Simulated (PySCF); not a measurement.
Excitation energy of C+ by level of theory

C+ [He] 2s2 2p1 (2P) → C+ [He] 2s1 2p1 3d1 (high-spin determinant), as a difference of total energies. All numbers are calculated (PySCF 2.14, the spin-free X2C one-electron Hamiltonian (Gaussian nucleus), in aug-cc-pVDZ-DK). Correlated levels: valence: 1s2 frozen. The calculations carry no spin-orbit coupling.

```json
{"method": "UHF", "excitation energy (cm⁻¹)": "196250"}
{"method": "LDA", "excitation energy (cm⁻¹)": "199690"}
{"method": "PBE", "excitation energy (cm⁻¹)": "198530"}
{"method": "PBE0", "excitation energy (cm⁻¹)": "200250"}
{"method": "r2SCAN", "excitation energy (cm⁻¹)": "198600"}
{"method": "wB97X-V", "excitation energy (cm⁻¹)": "205020"}
{"method": "M06", "excitation energy (cm⁻¹)": "199630"}
{"method": "r2SCAN0", "excitation energy (cm⁻¹)": "200530"}
{"method": "MP2 (valence)", "excitation energy (cm⁻¹)": "204320"}
```

**Question.** Estimate what B3LYP gives.

**Answer.** 202850 cm⁻¹, closest to MP2 (valence) among the rows shown.

**Question.** Estimate what SCS-MP2 (valence) gives.

**Answer.** 206400 cm⁻¹, closest to wB97X-V among the rows shown.

The upper state lies above the first ionisation limit, but in LS coupling its spin forbids autoionisation to the ground ion. A Rydberg-like electron needs more diffuse functions than a valence basis has.

The promoted electron is Rydberg-like, and one or two diffuse shells describe it only roughly, which tends to raise the upper state.

The determinant of the upper state mixes LS terms, which raises its energy above the lowest term, most at the Hartree-Fock and MP2 levels.
